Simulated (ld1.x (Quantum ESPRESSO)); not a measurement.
**gallium: one change to an ultrasoft potential, before and after**

Ga, ultrasoft, made with ld1.x (Quantum ESPRESSO) 7.5 (PBE, scalar-relativistic). Core [Ar] 3d10, reference 4s1 4p0 (charge +2). Waves: 4s (bound): rcut 1.65, rcutus 1.85 bohr; 4s channel at -1.15 Ry: rcut 1.65, rcutus 1.85 bohr; 4p (bound, empty): rcut 2.00, rcutus 2.35 bohr; 4p channel at -0.65 Ry: rcut 2.00, rcutus 2.35 bohr. Local part: all-electron potential smoothed inside 2.05 bohr (lloc = -1). Core correction: none. Augmentation charge: PSQ, inside the norm-conserving radii.

All-electron outer shells of the reference configuration (PBE, scalar-relativistic, ld1.x):

```tsv
shell	level (eV)	outermost node (bohr)	outermost maximum (bohr)
4s	-26.07	0.80	1.78
4p	-17.74	0.86	2.12
```

Change: waves 4s (bound): rcut 1.50, rcutus 1.60 bohr; 4s channel at -1.15 Ry: rcut 1.50, rcutus 1.60 bohr.

Cutoffs: the cutoffs (Ry, on a coarse ladder) from which the occupation-weighted sum of valence levels, in a spherical-Bessel basis at the reference potential, stays within 10 and 1 mRy of its value at 400 Ry; they do not see the model core or the augmentation charge, which bear on the density cutoff. Errors are all-electron minus pseudo energies relative to the spin-unpolarised reference configuration.

Problem. How do hardness, ghosts and transferability respond?

Solution. The potential gets harder (8 Ry and 12 Ry → 10 Ry and 18 Ry); a bound ghost appears in s, which as a rule spoils a file; the number of tests with a reliable result goes from 7 to 3 (the test run of the changed file stopped, so its transferability is not established); the errors of the 3 common tests hardly move. A smaller radius makes the pseudo-wave follow the all-electron one further in, where it bends more sharply, so more plane waves are needed.

| quantity | base | changed |
| --- | --- | --- |
| cutoff, loose | 8 Ry | 10 Ry |
| cutoff, tight | 12 Ry | 18 Ry |
| bound ghosts | none | s |
| tests with a reliable result | 7 of 7 | 3 of 7 (the test run stopped) |
| error for 4s2 4p1, meV [ΔE -26.82 eV] | +259 | +256 |
| error for 4s2 4p0, meV [ΔE -21.13 eV] | +135 | +138 |
| error for 4s2 4p0.5, meV [ΔE -24.79 eV] | +203 | +203 |
| s: phases at 2.55 bohr within 0.05 rad from the reference energy up to (Ry; the scan ends near 5) | 2.4 | 2.4 |
| p: phases at 2.55 bohr within 0.05 rad from the reference energy up to (Ry; the scan ends near 5) | 2.8 | 2.8 |
| lowest overlap eigenvalue by channel | s 0.42, p 0.68 | s 0.54, p 0.68 |

 A true bound ghost makes a file unfit for plane-wave use even where its test errors are small: the radial tests pick states by their node count and pass the ghost by.
